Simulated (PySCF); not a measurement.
C₃H₄F₃O₃S (charge -1).
Atom-mapped SMILES: `[O:1]=[S:2](=[O:3])([O-:4])[CH2:5][CH2:6][C:7]([F:8])([F:9])[F:10]` (hydrogens: H11, H12 on C5; H13, H14 on C6)

The same species was optimised twice, with GFN2-xTB and with PBE0-D3(BJ)/def2-SVP (PySCF), and the same property calculations (PySCF, gas phase) were run on both structures.

| coordinate | GFN2-xTB | PBE0-D3(BJ)/def2-SVP | change |
| --- | --- | --- | --- |
| S2–C5 (Å) | 1.854 | 1.825 | -0.029 |
| S2=O3 (Å) | 1.459 | 1.482 | +0.023 |
| O1=S2 (Å) | 1.459 | 1.481 | +0.022 |
| S2–O4 (Å) | 1.456 | 1.475 | +0.019 |
| C6–C7 (Å) | 1.506 | 1.495 | -0.011 |
| C7–F8 (Å) | 1.354 | 1.346 | -0.008 |
| C5–C6 (Å) | 1.506 | 1.511 | +0.005 |
| C7–F9 (Å) | 1.348 | 1.344 | -0.004 |
| C7–F10 (Å) | 1.348 | 1.344 | -0.004 |
| S2–C5–C6 (°) | 101.4 | 109.3 | +7.9 |
| O4–S2–C5 (°) | 105.7 | 104.0 | -1.7 |
| C6–C7–F8 (°) | 113.1 | 111.8 | -1.3 |
| F8–C7–F9 (°) | 105.1 | 106.4 | +1.3 |
| F8–C7–F10 (°) | 105.1 | 106.3 | +1.2 |
| F9–C7–F10 (°) | 105.4 | 106.4 | +1.0 |
| C6–C7–F10 (°) | 113.7 | 112.7 | -1.0 |
| C6–C7–F9 (°) | 113.6 | 112.8 | -0.8 |
| O1–S2–C5–C6 (°) | -59 | -60 | -1 |
| S2–C5–C6–C7 (°) | 180 | -178 | +2 |
| C5–C6–C7–F8 (°) | 180 | -179 | +1 |

Rotational constants: A = 2641, B = 546.2, C = 545.1 MHz (GFN2-xTB) against A = 2586, B = 535.0, C = 533.8 MHz (PBE0-D3(BJ)/def2-SVP). Atoms that the bonding makes alike are paired by their places after alignment.

On the GFN2-xTB structure: HOMO (eV) -2.41 [PBE0/pcSseg-1]; LUMO (eV) 5.66 [PBE0/pcSseg-1]; GIAO shielding of O1/O3/O4 (mean) (ppm) 118.2 [PBE0/pcSseg-1]; GIAO shielding of S2 (ppm) 190.0 [PBE0/pcSseg-1]; GIAO shielding of C5 (ppm) 135.8 [PBE0/pcSseg-1]; GIAO shielding of C6 (ppm) 150.6 [PBE0/pcSseg-1]; GIAO shielding of C7 (ppm) 46.7 [PBE0/pcSseg-1]; GIAO shielding of F8/F9/F10 (mean) (ppm) 256.4 [PBE0/pcSseg-1].

**Question.** What do these properties become on the PBE0-D3(BJ)/def2-SVP structure?

**Answer.** 
| property | level | on GFN2-xTB | on PBE0-D3(BJ)/def2-SVP | change |
| --- | --- | --- | --- | --- |
| HOMO (eV) | PBE0/pcSseg-1 | -2.41 | -2.37 | +0.04 |
| LUMO (eV) | PBE0/pcSseg-1 | 5.66 | 5.54 | -0.12 |
| energy, GFN2-xTB geometry as zero (kcal/mol) | PBE0/pcSseg-1 | 0.0 | -3.9 | -3.9 |
| GIAO shielding of O1/O3/O4 (mean) (ppm) | PBE0/pcSseg-1 | 118.2 | 104.5 | -13.7 |
| GIAO shielding of S2 (ppm) | PBE0/pcSseg-1 | 190.0 | 175.6 | -14.4 |
| GIAO shielding of C5 (ppm) | PBE0/pcSseg-1 | 135.8 | 134.8 | -1.0 |
| GIAO shielding of C6 (ppm) | PBE0/pcSseg-1 | 150.6 | 151.2 | +0.6 |
| GIAO shielding of C7 (ppm) | PBE0/pcSseg-1 | 46.7 | 48.8 | +2.1 |
| GIAO shielding of F8/F9/F10 (mean) (ppm) | PBE0/pcSseg-1 | 256.4 | 260.4 | +4.0 |

The heavy atoms differ by 0.090 Å rms after alignment (one structure mirrored). Among bonds between heavy atoms S2–C5 changes most (-0.029 Å). Changes are differences of the printed values. Neither structure is proved a minimum here. Geometry: PBE0-D3(BJ)/def2-SVP, one conformer, isolated ion.

The values belong to the conformer `[O:1]=[S:2](=[O:3])([O-:4])[CH2:5][CH2:6][C:7]([F:8])([F:9])[F:10]`: O1–S2–C5–C6 -60°, S2–C5–C6–C7 -178°, C5–C6–C7–F8 -179°.
